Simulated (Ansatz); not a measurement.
CH5NSi, SMILES `N[C][SiH3]` (excited triplet) (charge 0, multiplicity 3). This triplet is an excited state, 1.14 eV above the relaxed singlet at the level frozen-core CCSD(T)/cc-pVTZ // PBE0-D3(BJ)/def2-TZVP (Ansatz, a program for electronic structure).

The numbers are results of frozen-core CCSD(T)/cc-pVTZ // PBE0-D3(BJ)/def2-TZVP (Ansatz), not measurements.

Ansatz 0.2 input:
```yaml
crystal:
  periodic: [false, false, false]
  atoms:
    - { symbol: N, position_ang: [1.698528, 0.346363, 0.321669] }
    - { symbol: C, position_ang: [0.367231, 0.473094, 0.522834] }
    - { symbol: Si, position_ang: [-1.23037, -0.139465, -0.106757] }
    - { symbol: H, position_ang: [2.156974, -0.50561, 0.616414] }
    - { symbol: H, position_ang: [2.107559, 0.757441, -0.506969] }
    - { symbol: H, position_ang: [-2.319948, 0.490328, 0.678757] }
    - { symbol: H, position_ang: [-1.428815, 0.201915, -1.548674] }
    - { symbol: H, position_ang: [-1.35116, -1.624067, 0.022726] }
basis:
  gaussian: { orbitals: cc-pVTZ }
correlation:
  method: ccsd_t
magnetization:
  spin_polarized: true
  initial_magnetization: 2
```

Output:

```
Functional definition: HF
937 factors; integrals over basis functions are off by at most 8.9e-4 eV
mean field evaluation 1: about -10449.5606 eV, gradient 1.9e1 eV
mean field evaluation 2: about -10449.5705 eV, gradient 1.9e1 eV
mean field evaluation 4: about -10452.1435 eV, gradient 3.3e0 eV
mean field evaluation 8: about -10452.2939 eV, gradient 2.9e-1 eV
mean field evaluation 16: about -10452.2535 eV, gradient 1.1e0 eV
mean field -10452.29645986 eV, -384.1148100788 hartree, gradient 7.7e-6 eV, S^2 2.023469; 0 other end points of the search recorded, 0 dependent functions left out
7 core orbitals not correlated
reference -10452.29645986 eV, -384.1148100788 hartree; 10, 8 occupied and 147, 149 virtual orbitals, 937 factors
second order -12.25894213 eV of doubles, -0.00000000 eV of singles
cycle   1  -12.97754753 eV  change   -7.2e-1 eV  update   8.2e-2
cycle   2  -13.37753016 eV  change   -4.0e-1 eV  update   2.9e-2
cycle   3  -13.44494362 eV  change   -6.7e-2 eV  update   1.6e-2
cycle   4  -13.44033873 eV  change    4.6e-3 eV  update   7.3e-3
cycle   5  -13.44244865 eV  change   -2.1e-3 eV  update   3.3e-3
cycle   6  -13.44302363 eV  change   -5.7e-4 eV  update   1.2e-3
cycle   7  -13.44304960 eV  change   -2.6e-5 eV  update   4.0e-4
cycle   8  -13.44325528 eV  change   -2.1e-4 eV  update   1.7e-4
cycle   9  -13.44324240 eV  change    1.3e-5 eV  update   5.9e-5
cycle  10  -13.44322055 eV  change    2.2e-5 eV  update   2.5e-5
cycle  11  -13.44323230 eV  change   -1.2e-5 eV  update   1.1e-5
perturbative correction -0.49112189 eV, -0.0180483966 hartree
Total energy: -10466.23081404 eV, -384.6268881501 hartree
```
